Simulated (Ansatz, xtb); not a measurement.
**Relative energy of two structures of C2H3Sn−**

We compare X, `C#[C][SnH2-]`, a singlet, with Y, a triplet given by its coordinates. Both are isolated ions in the gas phase, relaxed with PBE0-D3(BJ)/def2-SVPD.

X (Å):

```
atom    x (Å)   y (Å)    z (Å)
   C  -0.4219  1.3069   0.4238
   C  -1.4948  0.8607   0.0264
  Sn   1.3585  2.1818   1.4144
   H  -2.4234  0.4652  -0.3403
   H   1.8040  3.1460  -0.0353
   H   2.4207  0.8237   0.9075
```

Y (Å):

```json
{"atom": "C", "x (Å)": "0.4153", "y (Å)": "0.6767", "z (Å)": "0.3303"}
{"atom": "C", "x (Å)": "0.0067", "y (Å)": "1.9204", "z (Å)": "0.6564"}
{"atom": "Sn", "x (Å)": "0.0525", "y (Å)": "3.7555", "z (Å)": "-0.6061"}
{"atom": "H", "x (Å)": "0.8353", "y (Å)": "0.4520", "z (Å)": "-0.6586"}
{"atom": "H", "x (Å)": "0.3541", "y (Å)": "-0.1762", "z (Å)": "1.0242"}
{"atom": "H", "x (Å)": "-0.3980", "y (Å)": "2.0262", "z (Å)": "1.6781"}
```

Close contacts (Å): C1–C2 1.35, C2–Sn3 2.23, C1–H4 1.10, C1–H5 1.10, C2–H6 1.10.

Task: Estimate which is lower in electronic energy at CCSD(T)/def2-SVPD + ΔMP2/def2-TZVPPD, and by roughly how much.

Result: The CCSD(T)/def2-SVPD + ΔMP2/def2-TZVPPD calculation puts structure Y lower, by 0.435 eV.

The same difference at several levels:

| level | geometry | E(Y) − E(X) (eV) | departure from the last row (eV) | job, with rough time for the two |
| --- | --- | --- | --- | --- |
| HF/STO-3G | GFN2-xTB | −0.220 | +0.215 | single point, 5.8 s |
| r2SCAN-D4/def2-SVPD | GFN2-xTB | −0.877 | −0.442 | single point, 19 s |
| PBE0-D3(BJ)/def2-SVPD | PBE0-D3(BJ)/def2-SVPD | −0.790 | −0.354 | optimisation, 3 min |
| HF/def2-SVPD | PBE0-D3(BJ)/def2-SVPD | −1.208 | −0.772 | part of the CCSD(T) run |
| MP2/def2-SVPD | PBE0-D3(BJ)/def2-SVPD | −0.361 | +0.074 | part of the CCSD(T) run |
| CCSD(T)/def2-SVPD | PBE0-D3(BJ)/def2-SVPD | −0.535 | −0.099 | single point |
| CCSD(T)/def2-SVPD + ΔMP2/def2-TZVPPD | PBE0-D3(BJ)/def2-SVPD | −0.435 |  | single point, 3.4 min |

The levels shown agree on the order. The largest departure from CCSD(T)/def2-SVPD + ΔMP2/def2-TZVPPD is that of HF/def2-SVPD, 0.772 eV. The last row adds to CCSD(T) the change of the MP2 difference between the two basis sets, here +0.099 eV. The triplet state of Y needn't be its ground state.

With harmonic frequencies from PBE0-D3(BJ)/def2-SVPD (ideal gas, rigid rotor, one conformer each, 400 K, 1 atm): on the last row, ΔE + ΔZPE = −0.143, ΔH = −0.186, ΔG = −0.150 eV.

Open shells are spin-unrestricted, with notable spin contamination under HF/STO-3G. The correlated steps freeze 6 core orbitals; the filled d shell of Sn is correlated, in a basis made for valence electrons. Atoms past krypton carry core potentials in the def2 sets, other sets are all-electron and non-relativistic, and no spin–orbit term is included. ΔG holds the spin degeneracy. Programs: Ansatz 0.2.0, xtb 6.7.1; the last row on 1 thread of AMD EPYC (Zen 3) on a shared host.
